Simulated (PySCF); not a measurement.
Co²⁺: ionisation energy

Co²⁺ [Ar] 3d7 (4F) → Co³⁺ [Ar] 3d6 (5D), as a difference of total energies. Computed with PySCF 2.14 in aug-cc-pVDZ-DK (7s6p4d2f, 59 functions), with scalar relativity by spin-free X2C-1e. Correlated levels: valence: [Ar] frozen. The calculations carry no spin-orbit coupling.

```tsv
method	ionisation energy (eV)
UHF	31.445
LDA	34.394
PBE	34.204
PBE0	33.821
r2SCAN	33.887
B97-3	33.852
BP86	34.353
MN15	33.289
B2PLYP	33.637
MP2 (valence)	33.134
SCS-MP2 (valence)	33.140
```

Task: How much does correlation contribute at MP2 (valence)?

Result: 33.134 − (31.445) = 1.689 eV, measured against UHF.

A first-order spin-orbit estimate (lowest level to lowest level, LS coupling) adds 0.025 eV.

Errors of the correlated levels include the incompleteness of this basis and the frozen core.

For comparison: 33.5 ± 0.06 eV (semi-empirical (NIST evaluation); NIST Atomic Spectra Database, ionization energies).
